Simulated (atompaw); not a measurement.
PBE PAW (atompaw) dataset for copper (Cu), scalar-relativistic all-electron reference.

```
Element                 : Cu
Generator               : atompaw 4.2.0.5
Type                    : PAW
Functional              : PBE
Relativity              : scalar-relativistic
Frozen core             : [Ne] 3s2
Valence charge          : 17
Reference configuration : 3p6 3d10 4s1 4p0
Partial waves           : 4s (bound): rc 1.75 bohr; 4s channel at 2.8 Ry: rc 1.75 bohr; 3p (bound): rc 1.00 bohr; 4p (bound, empty): rc 1.30 bohr; 3d (bound): rc 0.90 bohr; 3d channel at 1.05 Ry: rc 1.75 bohr; 4f channel at 0.15 Ry: rc 1.75 bohr; 4f channel at 1.85 Ry: rc 1.75 bohr
Local potential         : troulliermartins scheme with l = 4 at -0.5 Ry, radius 1.65 bohr
Core correction         : smooth core density matched at 1.55 bohr
Augmentation charge     : besselshape compensation charge, radius 1.70 bohr; PAW radius 1.75 bohr; waves and projectors: custom rrkj gramschmidtortho
```

- Cutoffs needed: 180 Ry and 300 Ry (the cutoffs (Ry, on a coarse ladder) from which the occupation-weighted sum of valence levels, in a spherical-Bessel basis at the reference potential, stays within 10 and 1 mRy of its value at 400 Ry)
- Ghost test: no extra level below or beside the all-electron valence levels (s, p, d, f tested) (spherical-Bessel basis up to 400 Ry, 20 bohr box)
- Lowest eigenvalue of the overlap operator: 0.08 (p channel)
- Overlap eigenvalues printed by atompaw (projector basis): 0.166, 0.289, 0.939, 11.3, 12.4, 19.7, 45.5, 587
- Share of each valence orbital outside the PAW sphere: 4s 86 %, 3p 1 %, 4p 97 %, 3d 13 %
